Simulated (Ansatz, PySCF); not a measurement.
ClGe₂H₅, SMILES [Cl][GeH2][GeH3]. Atoms are numbered in the order given.

```xyz
8

Cl     1.7712     1.2813    -0.3729
Ge     0.7357    -0.5551     0.1724
Ge    -1.6286    -0.0454     0.0849
H      1.1721    -1.6232    -0.8457
H      1.2302    -0.9361     1.5789
H     -1.9345     1.0867     1.0778
H     -1.9923     0.4024    -1.3393
H     -2.4541    -1.2910     0.4573
```

The structure is a stationary point at PBE0-D3(BJ)/def2-SVP. This is a generated structure with no PubChem entry under its InChIKey; it may be hypothetical.

Two levels are set side by side: PBE-D3(BJ)/def2-SVP (Ansatz, a quantum-chemistry and plane-wave program) and PBE0-D3(BJ)/def2-SVP (Ansatz). Each level has its own optimised geometry; the coordinates shown are those of the second. Frequencies come from the Hessian of PySCF at each geometry. Differences are taken from unrounded values.

| quantity | PBE0-D3(BJ) |
|---|---|
| mean bond length (Å) | 1.756 |
| bond Cl1–Ge2 (Å) | 2.178 |
| bond Ge2–Ge3 (Å) | 2.420 |
| bond Ge2–H4 (Å) | 1.539 |
| bond Ge2–H5 (Å) | 1.539 |
| bond Ge3–H6 (Å) | 1.537 |
| bond Ge3–H7 (Å) | 1.537 |
| bond Ge3–H8 (Å) | 1.540 |
| highest harmonic wavenumber (cm⁻¹) | 2177 |
| mean harmonic wavenumber (cm⁻¹) | 991 |
| zero-point energy (kcal/mol) | 25.50 |

Problem. What does PBE-D3(BJ) give, and how far is it from PBE0-D3(BJ)? (The exact figures need the calculation; the answer reports its results.)

Solution. 
```csv
quantity,PBE-D3(BJ),PBE-D3(BJ) minus PBE0-D3(BJ)
mean bond length (Å),1.769,0.014
bond Cl1–Ge2 (Å),2.195,0.017
bond Ge2–Ge3 (Å),2.436,0.016
bond Ge2–H4 (Å),1.553,0.014
bond Ge2–H5 (Å),1.553,0.014
bond Ge3–H6 (Å),1.548,0.012
bond Ge3–H7 (Å),1.548,0.012
bond Ge3–H8 (Å),1.552,0.012
highest harmonic wavenumber (cm⁻¹),2105,-73
mean harmonic wavenumber (cm⁻¹),953,-38
zero-point energy (kcal/mol),24.52,-0.98
```

GGA bonds tend to be longer and softer than those of functionals with exact exchange. Differences between two approximate levels are no errors against the true value.
